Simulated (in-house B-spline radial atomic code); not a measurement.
# LDA VWN5 excitations of Cd²⁺

Method: LDA VWN5. Computed with an all-electron radial atomic-structure program (B-spline basis): linear response of the closed shell [Kr] 4d10 with the functional's adiabatic kernel; scalar-relativistic (spin-free one-electron X2C), finite nucleus, no spin-orbit coupling, no double excitations, S, P, D and F terms only; shells from n = 2 respond. Only terms of natural parity with L up to 3 were computed.

Command:
```bash
python run_td.py task.json out
```
Settings (radii: box in bohr, nucleus in fm):
```
Z                        48
electrons                46
configuration            [Kr] 4d10
hamiltonian              x2c
method                   lda,vwn
box_radius               29.48
rms_radius               4.6087
intervals                73
```

Time taken, with all properties: 3.7 s on 1 thread of Arm Neoverse N1 (shared host).

The lowest states, in the order of their Tamm-Dancoff energies; the method's threshold (minus the highest occupied level) is 30.71 eV. Labels give the largest channel, * marks a mixed state, and oscillator strengths are full-response dipole values. Semilocal kernels can invert the small singlet-triplet splittings of Rydberg terms. Energies in eV:

```csv
state,full response,Tamm-Dancoff,oscillator strength
4d → 5s 3D,?,?,-
4d → 5s 1D,9.370,9.394,-
4d → 5p 3P,15.535,15.553,-
4d → 5p 3F,15.706,15.715,-
4d → 5p 1F,15.924,15.927,-
4d → 5p 1P,16.650,16.735,0.739
4d → 6s 3D,23.095,23.096,-
4d → 6s 1D,23.161,23.164,-
4d → 5d 3S,23.396,23.406,-
4d → 5d 3D,23.660,23.662,-
4d → 5d 1D,23.765,23.773,-
4d → 5d 1S,24.690,24.818,-
4d → 6p 3P,24.869,24.872,-
4d → 6p 3F,?,?,-
4d → 6p 1F,24.936,24.936,-
4d → 6p 1P,25.041,25.055,0.0453
```

Problem. Where does 4d → 5s 3D lie?

Solution. At 8.740 eV in full response, 8.756 eV in Tamm-Dancoff.

Problem. Where does 4d → 6p 3F lie?

Solution. At 24.899 eV in full response, 24.901 eV in Tamm-Dancoff.

Problem. How large is the singlet-triplet splitting of 4d → 5s (D terms) in Tamm-Dancoff?

Solution. 0.638 eV, from the unrounded values.

Problem. What polarisabilities and dispersion coefficient does the method give?

Solution. Dipole 5.677 bohr³, quadrupole 22.87 bohr⁵, C6 29.07 hartree·bohr⁶ for two such species.
